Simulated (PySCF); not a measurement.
# Polarisability and C₆ of Si²⁺ (silicon, charge +2)

[Ne] 3s2, closed-shell 1S. Calculation: PySCF 2.14, in an uncontracted even-tempered set (18 s from 0.054 bohr⁻², ratio 2.5; 13 p from 0.071 bohr⁻², ratio 2.5; 6 d from 0.47 bohr⁻², ratio 2.7; 5 f from 0.71 bohr⁻², ratio 2.7); no relativity, point nucleus. Coupled (time-dependent) response in atomic units; α is the mean over directions.

```json
{"method": "UHF", "mean α (bohr³)": "12.60", "C₆ (like pair)": "45.12", "S(−4)": "92.30"}
{"method": "PBE0", "mean α (bohr³)": "11.94", "C₆ (like pair)": "41.47", "S(−4)": "83.98"}
```

S(−4) is the Cauchy moment in α(ω) = α(0) + S(−4) ω² + …

α(iu) at PBE0:

```tsv
u (hartree)	α(iu) (bohr³)
0	11.94
0.0500	11.74
0.100	11.16
0.200	9.333
0.300	7.354
0.500	4.436
0.750	2.566
1.00	1.663
1.50	0.8909
2.00	0.5812
3.00	0.3319
5.00	0.1713
```

For an ion, C₆ is the dispersion term alone; charge-induced terms of lower order in 1/R come first.
